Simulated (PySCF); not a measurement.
Does the structure fit the spectrum?

A compound C6H11N3 gives the data below (simulated from a calculation) and was assigned the structure `CC(C)c1nncn1C`.

13C{1H} NMR (computed): δ 176.8 (C), 144.3 (CH), 34.5 (C), 32.4 (CH3, 3C).

1H NMR (600 MHz, computed): δ 10.03 (br s, 1H), 7.82 (s, 1H), 1.49 (s, 9H).

- structure optimised with GFN2-xTB
- shielding tensors at PBE0/pcSseg-1 (GIAO)
- code: PySCF 2.14
- rapidly exchanging positions averaged, one conformer, isolated molecule, non-relativistic

Referencing at the same level of theory: 1H (σ = 31.72 ppm), 13C (σ = 186.93 ppm) vs TMS.

Question: Compare with the shifts computed for the proposed structure, pairing carbons in order of shift.

Answer: Atoms are numbered as in `[CH3:1][CH:2]([CH3:3])[c:4]1[n:5][n:6][cH:7][n:8]1[CH3:9]`. Each H is labelled by its parent atom.

```
atom  computed for proposal  given list  difference
  C4                  162.9       176.8       -13.9
  C7                  146.0       144.3        +1.7
  C9                   30.8        34.5        -3.7
  C2                   28.6        32.4        -3.8
  C1                   24.6        32.4        -7.8
  C3                   24.6        32.4        -7.8
```

The rms difference is 7.6 ppm and the largest -13.9 ppm at C4 (substituted aromatic carbon next to a ring nitrogen). The proposal also would give 5 carbon signals, not 4. The carbon types in order of shift don't match either: C, CH, CH3, CH, CH3, CH3 for the proposal against C, CH, C, CH3, CH3, CH3 in the data. The proposal doesn't fit.

Question: Which isomer fits?

Answer: SMILES c1(C(C)(C)C)nc[nH]n1.

1. Carbon types of the structure: 2 × C, 1 × CH, 3 × CH3, leaving 1 H on heteroatoms.
2. δC 176.8: substituted aromatic carbon next to a ring nitrogen.
3. δC 144.3: aromatic CH between two ring heteroatoms.
4. δH 10.03: hydrogen on a pyrrole-type ring nitrogen; exchangeable, gas-phase position.
5. δH 7.82: hydrogen on an aromatic CH between two ring heteroatoms; aromatic region.

Other isomers checked: CC(C)c1cnnn1C (rms 12.3 ppm).

This is the structure that produced the data.

Exchangeable OH/NH protons stand at their gas-phase positions; hydrogen bonding in a real sample shifts them, mostly to higher δ. Shifts are as computed. Against solution values, carbons near 30 ppm lie about +3 ppm off and those near 130 ppm about +5 ppm. Of 1211 compounds with measured shifts, 218 miss one by over three times the rms of a fit or turn the order of signals round; such compounds aren't used in these exercises. No couplings were computed; multiplicities are counted from neighbouring protons, with m where these are inequivalent, close in shift, in a saturated or five-membered ring or joined by F or P, and br s for small geminal =CH2 splittings.
